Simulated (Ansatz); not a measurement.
A further run on Cd₇Te₇H₂₀.

```yaml
crystal:
  periodic: [false, false, false]
  atoms:
    - {symbol: Cd, position_ang: [0.907187, -4.064479, 1.312475]}
    - {symbol: Cd, position_ang: [-2.552387, 2.406432, -2.190290]}
    - {symbol: Cd, position_ang: [2.150253, -1.914310, -2.249794]}
    - {symbol: Cd, position_ang: [-2.037004, -2.995817, 1.785025]}
    - {symbol: Cd, position_ang: [-0.614733, -0.499159, 3.840102]}
    - {symbol: Cd, position_ang: [2.018490, 1.720144, 1.692187]}
    - {symbol: Cd, position_ang: [3.985851, -0.973160, 0.088582]}
    - {symbol: Te, position_ang: [-3.281795, 0.415827, -0.097859]}
    - {symbol: Te, position_ang: [-0.483240, -2.046454, -0.765840]}
    - {symbol: Te, position_ang: [2.000898, -1.297199, 2.305270]}
    - {symbol: Te, position_ang: [-0.707031, 0.731555, -3.826816]}
    - {symbol: Te, position_ang: [-0.532892, 4.085302, -0.802729]}
    - {symbol: Te, position_ang: [1.946298, 1.103454, -1.237410]}
    - {symbol: Te, position_ang: [-0.817298, 2.038145, 2.195015]}
    - {symbol: H, position_ang: [2.136843, -4.898541, 0.530058]}
    - {symbol: H, position_ang: [-0.513507, -3.998016, 2.407754]}
    - {symbol: H, position_ang: [-3.826341, 3.200883, -2.991551]}
    - {symbol: H, position_ang: [1.920607, -2.063590, -3.914183]}
    - {symbol: H, position_ang: [-3.536386, -3.626529, 1.316657]}
    - {symbol: H, position_ang: [-1.627327, -1.390864, 2.632547]}
    - {symbol: H, position_ang: [-0.248773, -0.292748, 5.473350]}
    - {symbol: H, position_ang: [3.296322, 2.636932, 2.324785]}
    - {symbol: H, position_ang: [3.299357, -2.370139, -0.904473]}
    - {symbol: H, position_ang: [5.444704, -0.224434, 0.467065]}
    - {symbol: H, position_ang: [-4.175414, -0.443871, -1.223364]}
    - {symbol: H, position_ang: [-4.629285, 1.372316, 0.216428]}
    - {symbol: H, position_ang: [-1.068233, -3.262488, -1.742892]}
    - {symbol: H, position_ang: [3.079029, -1.423703, 3.567215]}
    - {symbol: H, position_ang: [-1.890484, 0.714858, -5.026498]}
    - {symbol: H, position_ang: [-0.066053, 2.103156, -4.533901]}
    - {symbol: H, position_ang: [-0.526658, 5.072222, -2.178225]}
    - {symbol: H, position_ang: [-1.759681, 5.046716, -0.186610]}
    - {symbol: H, position_ang: [3.287031, 1.985143, -1.692062]}
    - {symbol: H, position_ang: [-0.578369, 3.152417, 3.409961]}
basis:
  gaussian: {orbitals: def2-mTZVPP, fitting: {mean_field: def2-universal-jkfit}, final_grid: {core_spheres: 5, valence_spheres: 4, degree: 11}, point_charges: [{charge: 2.00, position_ang: [10.093, 0.105, -0.753]}]}
hamiltonian: {xc: {name: rPW86-PBE}}
scf: {omitted_lower_state_checks: [starts]}
output: {forces: true}
```

```sh
$ ansatz run in.yaml --threads 2 --pin off --events-out ev --progress --plain --max-ram 20480MiB --backend cuda --devices 0, --max-vram 18GiB
```

Shortened log:

```
Functional definition: rPW86-PBE
3671 factors; integrals over basis functions are off by at most 5.2e-1 eV
mean field evaluation 1: about -83411.8835 eV, gradient 6.4e1 eV
mean field evaluation 2: about -83397.3277 eV, gradient 1.1e2 eV
mean field evaluation 4: about -83420.9801 eV, gradient 9.7e0 eV
mean field evaluation 8: about -83421.2824 eV, gradient 5.2e-1 eV
mean field evaluation 16: about -83421.2833 eV, gradient 6.5e-4 eV
mean field -83421.28327323 eV, -3065.6756153144 hartree, gradient 6.9e-5 eV, S^2 0.000000; 0 other end points of the search recorded, 0 dependent functions left out
reference -83421.28356252 eV, -3065.6756259456 hartree; 164, 164 occupied and 419, 419 virtual orbitals, 3671 factors
Total energy: -83421.28356252 eV, -3065.6756259456 hartree
Atom 0 at     0.907187    -4.064479     1.312475 Å, force     0.047490    -0.247185     0.025254 eV/Å
Atom 1 at    -2.552387     2.406432    -2.190290 Å, force    -0.206758     0.076445    -0.084446 eV/Å
Atom 2 at     2.150253    -1.914310    -2.249794 Å, force    -0.267904    -0.091307    -0.281167 eV/Å
Atom 3 at    -2.037004    -2.995817     1.785025 Å, force    -0.331185    -0.203607     0.002321 eV/Å
Atom 4 at    -0.614733    -0.499159     3.840102 Å, force    -0.212496     0.061765     0.248270 eV/Å
Atom 5 at     2.018490     1.720144     1.692187 Å, force    -0.093702     0.185387     0.157660 eV/Å
Atom 6 at     3.985851    -0.973160     0.088582 Å, force    -0.453810    -0.033938     0.177929 eV/Å
Atom 7 at    -3.281795     0.415827    -0.097859 Å, force    -0.015084    -0.043927     0.195782 eV/Å
Atom 8 at    -0.483240    -2.046454    -0.765840 Å, force     0.040444     0.174874    -0.021910 eV/Å
Atom 9 at     2.000898    -1.297199     2.305270 Å, force     0.257657    -0.130496    -0.104848 eV/Å
Atom 10 at    -0.707031     0.731555    -3.826816 Å, force     0.094038    -0.232740    -0.049013 eV/Å
Atom 11 at    -0.532892     4.085302    -0.802729 Å, force     0.185373     0.101324     0.215193 eV/Å
Atom 12 at     1.946298     1.103454    -1.237410 Å, force    -0.011565    -0.068298    -0.065498 eV/Å
Atom 13 at    -0.817298     2.038145     2.195015 Å, force    -0.156618    -0.009907    -0.117755 eV/Å
Atom 14 at     2.136843    -4.898541     0.530058 Å, force     0.162646    -0.085612    -0.077786 eV/Å
Atom 15 at    -0.513507    -3.998016     2.407754 Å, force     0.024743    -0.078157     0.142589 eV/Å
Atom 16 at    -3.826341     3.200883    -2.991551 Å, force    -0.085357     0.074685    -0.092512 eV/Å
Atom 17 at     1.920607    -2.063590    -3.914183 Å, force     0.081325    -0.037734    -0.192069 eV/Å
Atom 18 at    -3.536386    -3.626529     1.316657 Å, force    -0.089224    -0.037308    -0.058156 eV/Å
Atom 19 at    -1.627327    -1.390864     2.632547 Å, force    -0.010500     0.061034     0.065440 eV/Å
Atom 20 at    -0.248773    -0.292748     5.473350 Å, force     0.101344     0.028903     0.133387 eV/Å
Atom 21 at     3.296322     2.636932     2.324785 Å, force     0.248728     0.089987     0.052845 eV/Å
Atom 22 at     3.299357    -2.370139    -0.904473 Å, force     0.289027    -0.153179     0.076175 eV/Å
Atom 23 at     5.444704    -0.224434     0.467065 Å, force     0.696360     0.130848    -0.021617 eV/Å
Atom 24 at    -4.175414    -0.443871    -1.223364 Å, force    -0.100308    -0.094736    -0.104783 eV/Å
Atom 25 at    -4.629285     1.372316     0.216428 Å, force    -0.116400     0.054618     0.045759 eV/Å
Atom 26 at    -1.068233    -3.262488    -1.742892 Å, force    -0.066395    -0.119798    -0.162310 eV/Å
Atom 27 at     3.079029    -1.423703     3.567215 Å, force     0.153554    -0.017506     0.175563 eV/Å
Atom 28 at    -1.890484     0.714858    -5.026498 Å, force    -0.062105    -0.066158    -0.113235 eV/Å
Atom 29 at    -0.066053     2.103156    -4.533901 Å, force     0.027109     0.182615    -0.123056 eV/Å
Atom 30 at    -0.526658     5.072222    -2.178225 Å, force     0.023346     0.114163    -0.178699 eV/Å
Atom 31 at    -1.759681     5.046716    -0.186610 Å, force    -0.084449     0.085362     0.047138 eV/Å
Atom 32 at     3.287031     1.985143    -1.692062 Å, force     0.228865     0.194413    -0.159161 eV/Å
Atom 33 at    -0.578369     3.152417     3.409961 Å, force     0.019170     0.169410     0.150438 eV/Å
Dipole moment:    -2.697236     0.840539    -0.768738 e Å
Checks for a lower state left out: starts
```

It took 6 s on 2 threads of AMD EPYC 7R13 on a shared host and a share (18 GiB) of an NVIDIA H100 80GB HBM3, peak host memory 1.1 GiB.

In the def2 sets Cd, Te take a core potential; there is no spin–orbit coupling.
